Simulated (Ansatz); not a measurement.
`[CH3][GeH2][CH3]`, relaxed with RKS PBE-D4/def2-SVP in Ansatz 0.2.0 from a rough embedded geometry. The force threshold is 0.03 eV/Å; the program also tests the step.

Total charge 0; spin multiplicity 1.

Start:

```xyz
11

C     1.098   -0.314   -1.075
Ge    0.253    0.689    0.271
C    -1.299   -0.269    0.849
H     1.970    0.209   -1.464
H     0.448   -0.460   -1.983
H     1.438   -1.335   -0.731
H    -0.196    2.064   -0.289
H     1.174    0.876    1.454
H    -2.023   -0.462    0.021
H    -1.031   -1.286    1.278
H    -1.831    0.288    1.670
```

```
step  energy (eV)  largest force (eV/Å)  largest move (Å)
   1  -58702.1889                 2.157             0.000
   2  -58702.3443                 0.907             0.081
   3  -58702.3674                 0.113             0.026
   4  -58702.3684                 0.013             0.007
```

End:

```xyz
11

C     1.151   -0.331   -1.145
Ge    0.232    0.682    0.273
C    -1.362   -0.292    0.897
H     2.048    0.214   -1.498
H     0.472   -0.486   -2.007
H     1.468   -1.322   -0.765
H    -0.190    2.078   -0.274
H     1.206    0.909    1.467
H    -2.069   -0.448    0.058
H    -1.073   -1.281    1.302
H    -1.882    0.276    1.693
```

Hardware: 2 threads of a server CPU on a shared host. Wall time 11 s, peak host memory 0.39 GiB.
